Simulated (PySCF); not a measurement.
## Computed data sheet: SeOF2 (`O=[Se](F)F`)

Species: SeOF2.
Bonds: Se1–O2, Se1–F3, Se1–F4.

PBE0-D3(BJ)/def2-SVP geometry optimisation, gas phase (PySCF):

| Property | Result |
| --- | --- |
| Point group | Cs |
| Rotational constants A, B, C | 6.489, 6.165, 4.072 GHz |

**PBE0/def2-SVPD ground state and vertical TDDFT (core frozen in the response) (PySCF)**

| Property | Result |
| --- | --- |
| Dipole moment | 2.76 D |
| HOMO energy | -9.93 eV |
| LUMO energy | -2.53 eV |
| HOMO–LUMO gap | 7.40 eV |
| Lowest singlet excitation | 5.65 eV (220 nm, f = 0.018) |
| Strongest line among the 10 lowest singlet transitions | S5 at 7.74 eV (160 nm, f = 0.093) |
| Lowest triplet excitation (Tamm–Dancoff) | 4.80 eV |
| Static isotropic polarisability | 31.7 au |
| Electronic spatial extent ⟨r²⟩ about the centre of nuclear charge | 319 bohr² |

PBE0/pcSseg-1 ground state and GIAO shieldings, non-relativistic (PySCF):

| Item | Value |
| --- | --- |
| Lowest Hirshfeld atomic charge | -0.30 e on O2 |
| Highest Hirshfeld atomic charge | +0.66 e on Se1 |
| Isotropic shieldings of nuclei other than C and H, by class | -104 (O2), 107 (F3/F4), 316 (Se1) ppm |
| Mayer bond orders between heavy atoms | Se1–O2 1.88, Se1–F3 0.82, Se1–F4 0.82 |

delta-SCF UKS SCAN, pcX-2 on the ionised atom, pcseg-1 elsewhere, spin-free X2C (PySCF):

| Property | Result |
| --- | --- |
| Core binding energies | O1s 539.0 (O2), F1s 692.8 (F3/F4) eV |

Monoisotopic mass from the formula: 133.9082 u.

The principal polarisabilities are 27.1, 31.6 and 36.4 au; their mean is the isotropic value. No computed singlet falls in the visible range (750 to 380 nm, 1.65 to 3.26 eV); S1 lies 2.39 eV above its blue end. The rotational constants make it an asymmetric top with κ = (2B − A − C)/(A − C) = 0.73, nearer the oblate limit (+1). In atomic units the dipole is 1.08 e·bohr (1 au = 2.5417 D). S1 lies 1.75 eV below the HOMO–LUMO gap; its leading configuration is HOMO→LUMO, weight 0.95. The largest Löwdin shares of the HOMO are 0.58 on O2, 0.23 on Se1, 0.10 on F3 and 0.10 on F4. The largest Löwdin shares of the LUMO are 0.56 on Se1, 0.20 on O2, 0.12 on F3 and 0.12 on F4.

 The calculation (core ionisation apart) is non-relativistic and has no spin–orbit coupling, an omission that weighs most on selenium. Atoms bound to Se lack the heavy atom's spin–orbit term in their shielding, so their NMR values are less reliable.
